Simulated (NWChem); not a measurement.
Molecule: CH6ClNSi; SMILES NC[SiH2]Cl

```xyz
10

N     -0.1004     2.6138     0.0000
C     -0.7140     1.2908     0.0000
Si     0.5855    -0.0778     0.0000
Cl    -0.2487    -1.9829     0.0000
H      0.4871     2.7565     0.8191
H      0.4871     2.7565    -0.8191
H     -1.3760     1.1893    -0.8762
H     -1.3760     1.1893     0.8762
H      1.4464     0.0565     1.2127
H      1.4464     0.0565    -1.2127
```
Atoms are numbered in this order, from 1.

Computed with NWChem. Coordinates come from a PBE0/def2-SVP optimisation. Level: B3LYP/def2-SVP with SMD (1 M gas to 1 M solution), gas-phase geometry. Reactions with the solvent are ignored.

| solvent | dielectric constant | solvation free energy (kcal/mol) | cavity-dispersion-structure term (kcal/mol) | dipole in solution (D) |
|---|---|---|---|---|
| water | 78.4 | -2.4 | 2.8 | 2.04 |
| ethyl acetate | 5.99 | -4.5 | -0.2 | 1.96 |
| n-hexane | 1.88 | -3.0 | -0.7 | 1.78 |
| diethyl ether | 4.24 | -4.6 | -0.7 | 1.92 |
